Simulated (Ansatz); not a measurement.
`C1[SiH2][AsH]1`. The species carries charge 0 and has multiplicity 1. Geometry: relaxed with PBE0-D4/def2-TZVP.

```xyz
8

C     0.496    0.822   -0.118
Si   -0.354   -0.538    0.789
As   -0.993    0.125   -1.337
H     1.500    0.691   -0.507
H     0.292    1.844    0.185
H    -1.208   -0.164    1.938
H     0.370   -1.814    0.973
H    -0.103   -0.966   -1.924
```

Problem. What is the dipole moment at r2SCAN/def2-TZVPP? (Best estimate.)

Solution. Computed: 1.00 D, with components (0.79, 0.02, 0.61) D in this frame, pointing from negative to positive charge.

Problem. And with PBE, B3LYP, ωB97M-V? (Best estimate.)

Solution. Computed: PBE 0.84 D, B3LYP 0.88 D, ωB97M-V 0.93 D.

Problem. Give the Mulliken charges with r2SCAN, PBE, B3LYP in def2-TZVPP. (An estimate is asked.)

Solution. Computed: 
```json
{"atom": "C1", "r2SCAN": "-0.33", "PBE": "-0.32", "B3LYP": "-0.37"}
{"atom": "Si2", "r2SCAN": "0.25", "PBE": "0.16", "B3LYP": "0.23"}
{"atom": "As3", "r2SCAN": "0.00", "PBE": "0.02", "B3LYP": "0.02"}
{"atom": "H4", "r2SCAN": "0.11", "PBE": "0.13", "B3LYP": "0.13"}
{"atom": "H5", "r2SCAN": "0.11", "PBE": "0.12", "B3LYP": "0.13"}
{"atom": "H6", "r2SCAN": "-0.07", "PBE": "-0.05", "B3LYP": "-0.06"}
{"atom": "H7", "r2SCAN": "-0.06", "PBE": "-0.04", "B3LYP": "-0.05"}
{"atom": "H8", "r2SCAN": "-0.02", "PBE": "-0.01", "B3LYP": "-0.03"}
```

B3LYP here is the variant with VWN-RPA as its local correlation; programs differ in this.
